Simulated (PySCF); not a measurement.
Compound: C₅H₅ClO₂.
Structure used (PBE0-D3(BJ)/def2-SVP), in Å, numbered top down from 1:
```
atom  x, y, z in Å
C1     0.2756   -2.1192    1.4682
O2     0.1811   -1.2885    0.3224
C3     0.0868    0.0191    0.5689
O4     0.0804    0.5104    1.6652
C5    -0.0035    0.7832   -0.6818
C6    -0.1142    0.8305   -1.9832
C7    -0.1540    2.1212   -1.2669
Cl8   -1.7088    2.9962   -1.1107
H9     1.1458   -1.8423    2.0814
H10   -0.6280   -2.0292    2.0893
H11    0.3806   -3.1444    1.0962
H12   -0.2000    0.3284   -2.9438
H13    0.6623    2.8523   -1.3046
```

Level: wB97X-D/def2-SVPD in PySCF, non-relativistic, on one gas-phase PBE0-D3(BJ)/def2-SVP geometry that isn't relaxed in the solvent. The solvent is an IEF-PCM continuum (cavity from Bondi-type radii × 1.2), and excitations are vertical TDDFT with non-equilibrium linear response and a frozen core. Only the electrostatic response of the medium enters.

Gas-phase singlets (H = HOMO, L = LUMO):

```csv
state,E (eV),λ (nm),f,leading configuration
S1,4.840,256,0.001,H→L 46%
S2,5.263,236,0.006,H→L 46%
S3,5.852,212,0.213,H-1→L 81%
S4,6.028,206,0.014,H-2→L 42%
S5,6.841,181,0.064,H-4→L 96%
```

How does the list change in dichloromethane (ε = 8.93)?

```csv
state,E (eV),λ (nm),f,leading configuration,change by rank (eV)
S1,4.999,248,0.002,H→L 52%,+0.159
S2,5.414,229,0.013,H→L 39%,+0.151
S3,5.765,215,0.273,H-1→L 93%,-0.087
S4,6.281,197,0.011,H-3→L 46%,+0.253
S5,6.805,182,0.089,H-4→L 96%,-0.036
```

Give the list for methanol (ε = 32.61), n² = 1.77.

| state | E (eV) | λ (nm) | f | leading configuration | change by rank (eV) |
| --- | --- | --- | --- | --- | --- |
| S1 | 5.025 | 247 | 0.001 | H→L 53% | +0.185 |
| S2 | 5.436 | 228 | 0.013 | H→L 38% | +0.173 |
| S3 | 5.778 | 215 | 0.265 | H-1→L 92% | -0.074 |
| S4 | 6.317 | 196 | 0.011 | H-3→L 47% | +0.289 |
| S5 | 6.817 | 182 | 0.086 | H-4→L 96% | -0.024 |

The ground-state energy changes by -0.325 eV from gas to methanol. By how much does the total energy of gas-phase S3 change?

E(S3) = E(S0) + excitation energy, so it changes by -0.325 − 0.074 = -0.399 eV: it is lowered more than the ground state, which is what a red shift means. This is the vertical state, with the slow part of the continuum still set for S0.

How do the frontier levels move from gas to methanol?

```csv
orbital,gas (eV),solvent (eV),change (eV),"Löwdin shares, gas","Löwdin shares, solvent"
LUMO+2,2.44,2.30,-0.14,"Cl8 56 %, C7 19 %, C6 7 %, H13 4 %","Cl8 64 %, C7 18 %, C6 6 %"
LUMO+1,2.10,2.23,+0.13,"C1 22 %, C3 16 %, O2 10 %, C6 10 %","C3 21 %, C1 15 %, O4 14 %, Cl8 10 %"
LUMO,-0.29,-0.21,+0.08,"C6 28 %, C5 22 %, C3 17 %, O4 16 %","C6 27 %, C5 21 %, C3 19 %, O4 17 %"
HOMO,-9.99,-10.16,-0.17,"Cl8 60 %, C7 16 %, C6 8 %, C5 7 %","Cl8 53 %, C7 17 %, C6 10 %, C5 8 %"
HOMO-1,-10.33,-10.26,+0.07,"C5 26 %, C6 26 %, Cl8 23 %, C7 9 %","C5 28 %, C6 26 %, Cl8 16 %, C7 11 %"
HOMO-2,-10.45,-10.66,-0.21,"Cl8 57 %, O4 13 %, C7 11 %, C5 6 %","Cl8 54 %, O4 19 %, C7 8 %, C5 7 %"
HOMO-3,-10.82,-11.02,-0.20,"O4 52 %, Cl8 23 %, O2 8 %, C3 6 %","O4 43 %, Cl8 33 %, O2 8 %, C3 6 %"
```

The HOMO–LUMO gap goes from 9.69 to 9.94 eV. Rows go by rank; for LUMO+1 and LUMO+2 the atom shares or the degeneracy differ between the runs, so the row needn't follow one orbital.

Note: wB97X-D ran without an empirical dispersion term, which enters the total energy and its gradient alone.
